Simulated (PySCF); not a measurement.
Energy of Pm (promethium, neutral) between two integer charges

The 6s beta orbital of [Xe] 4f5 6s2 is emptied in steps (occupation f), with all orbitals relaxed, ending at [Xe] 4f5 6s1. Calculation: PySCF 2.14, in def2-SVP with the def2 core potential (28 electrons); a scalar-relativistic core potential. The exact energy is a straight line in f; departures are measured from the line between the end points of the same method.

```csv
f,r2SCAN0 (eV)
1,0.000
0.9,-0.120
0.7,-0.276
0.5,-0.322
0.3,-0.261
0.1,-0.109
0,0.000
```

```
 method  E(f=0) − E(f=1) (eV)  −ε at f=1 (eV)  −ε at f=0.5 (eV)
r2SCAN0                 5.239           3.895             5.279
```

Orbital energy along the path (eV):

```
  f  r2SCAN0
  1   -3.895
0.9   -4.178
0.7   -4.740
0.5   -5.279
0.3   -5.793
0.1   -6.202
  0   -6.383
```

Reference removal energy between the ground levels: 5.582 eV (measured; NIST Atomic Spectra Database, ionization energies). The calculation has no spin-orbit coupling.
